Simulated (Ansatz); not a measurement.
Sc2B2 was relaxed with r2SCAN-D4 (def2-SVP) in Ansatz in these states: neutral quintet, neutral triplet. The geometries follow in no particular order.

A:

```xyz
4

Sc    1.442   -0.782    0.154
Sc   -0.364    1.570    0.341
B    -0.734   -0.606    0.530
B    -0.344   -0.181   -1.026
```

B:

Cartesian coordinates in Å:
```
Sc 0.411 -1.229 0.881
Sc -0.094 1.414 0.669
B -0.912 -0.223 -0.605
B 0.595 0.038 -0.945
```

Judge from the bond lengths which geometry belongs to which state (an estimate).

A is the neutral quintet (Sc1–Sc2 2.972 Å, B3–B4 1.659 Å, Sc2–B3 2.215 Å); B is the neutral triplet (Sc1–Sc2 2.699 Å, B3–B4 1.567 Å, Sc2–B3 2.230 Å).

At PBE0-D4/def2-TZVP a broken-symmetry singlet lies 1.03 eV below the neutral quintet. At PBE0-D4/def2-TZVP a broken-symmetry singlet lies 0.09 eV below the neutral triplet. These are the stationary points nearest to one start from a short search; other shapes may lie lower in each state.
